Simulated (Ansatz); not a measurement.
Nd, quintet (core potentials on Nd); B3LYP/def2-TZVP run with Ansatz (a quantum-chemistry and plane-wave program).

Ansatz was given this input:
Ansatz 0.2 input:
```yaml
crystal:
  periodic: [false, false, false]
  atoms:
    - {symbol: Nd, position_ang: [0.00000000, 0.00000000, 0.00000000]}
basis:
  gaussian:
    orbitals: def2-TZVP
hamiltonian:
  xc: b3lyp
magnetization: {spin_polarized: true, initial_magnetization: 4}
```

It wrote (shortened):

```
Functional definition: B3LYP
889 factors; their error is unknown
mean field evaluation 1: about -15273.1917 eV, gradient 3.2e1 eV
mean field evaluation 2: about -15239.5630 eV, gradient 1.1e2 eV
mean field evaluation 4: about -15274.1122 eV, gradient 1.8e1 eV
mean field evaluation 8: about -15275.7284 eV, gradient 7.9e0 eV
mean field evaluation 16: about -15276.7088 eV, gradient 6.0e-2 eV
mean field evaluation 32: about -15276.6677 eV, gradient 1.9e0 eV
mean field -15276.72276848 eV, -561.4092068070 hartree, gradient 2.2e-5 eV, S^2 6.002833; 6 other end points of the search recorded, 0 dependent functions left out
reference -15276.72290998 eV, -561.4092120072 hartree; 18, 14 occupied and 75, 79 virtual orbitals, 889 factors
Total energy: -15276.72290998 eV, -561.4092120072 hartree
```
